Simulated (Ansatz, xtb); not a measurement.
Isomers of C5H7ClO in order of energy

4 gas-phase structures of C5H7ClO, from a drawn sample of its isomers (lower ones may exist). Each was relaxed with GFN2-xTB; where two conformers were screened, the lower at r2SCAN-D4/def2-SVP is listed:

A. `O=C[C@H]1C[C@@H](Cl)C1`, a singlet
B. `O=C[C@@H]1CC[C@@H]1Cl`, a singlet
C. `O=C[C@H]1C[C@H](Cl)C1`, a singlet
D. `O=C[C@@H]1CC[C@H]1Cl`, a singlet

Problem. Make a reasoned guess at their ranking by r2SCAN-D4/def2-SVP single-point energy.

Solution. Calculated order at r2SCAN-D4/def2-SVP: B (0.0), C (0.0), D (0.1), A (0.4) kcal/mol. Less than 1 kcal/mol parts B and C; C and D; D and A, so the order within those pairs means little.

Energies above the lowest of each column, in kcal/mol; the last columns are at B3LYP-D3(BJ)/def2-SVP geometries:

```tsv
structure	GFN2-xTB	HF/STO-3G	r2SCAN-D4/def2-SVP	B3LYP-D3(BJ)/def2-SVP	CCSD(T)/def2-SVP + ΔMP2/def2-TZVPP
B	0.7	0.8	0.0	0.1	0.7
C	0.1	0.3	0.0	0.0	0.0
D	0.0	0.0	0.1	0.1	0.2
A	1.4	0.9	0.4	0.1	0.2
```

CCSD(T)/def2-SVP + ΔMP2/def2-TZVPP has A and B and C and D within 1 kcal/mol of each other at the bottom, and every level picks one of them. CCSD(T)/def2-SVP + ΔMP2/def2-TZVPP orders those it was run on as C (0.0), A (0.2), D (0.2), B (0.7) kcal/mol. Less than 1 kcal/mol parts C and A; A and D; D and B, so the order within those pairs means little. Flexible structures stand in one conformer each, not always the lowest. ΔMP2 is the change of the MP2 energy from the smaller to the larger basis.

Over these structures GFN2-xTB departs from r2SCAN-D4/def2-SVP by 0.4 kcal/mol on average once a common shift is removed. A GFN2-xTB relaxation took about 0.59 s and the r2SCAN-D4/def2-SVP energy about 5.6 s on a shared host (Ansatz 0.2.0, xtb 6.7.1).
